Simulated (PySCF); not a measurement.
How methods differ on the ionisation energy of Te⁴⁹⁺

Te⁴⁹⁺ [He] 2s1 (2S) → Te⁵⁰⁺ 1s2 (1S), as a difference of total energies. All numbers are calculated (PySCF 2.14, scalar relativity by spin-free X2C-1e, in an uncontracted even-tempered set (16 s from 25 bohr⁻², ratio 2.5; 7 p from 37 bohr⁻², ratio 2.7; 5 d from 110 bohr⁻², ratio 2.7; 4 f from 170 bohr⁻², ratio 2.7)). Correlated levels: nothing frozen; virtual orbitals above 40 to 60 times the deepest correlated orbital energy dropped. The calculations carry no spin-orbit coupling.

| method | ionisation energy (eV) | difference from reference (eV) |
| --- | --- | --- |
| UHF | 9048.3 | +7.5 |
| MP2 (all electrons) | 9048.5 | +7.7 |
| SCS-MP2 (all electrons) | 9048.4 | +7.6 |
| CCSD (all electrons) | 9048.5 | +7.7 |
| CCSD(T) (all electrons) | 9048.5 | +7.7 |

Reference: 9040.8 eV (theoretical estimate listed by NIST; NIST Atomic Spectra Database, ionization energies).

For this ion Breit and QED terms and the two-electron picture change, all absent here, outweigh the differences among the correlated methods.
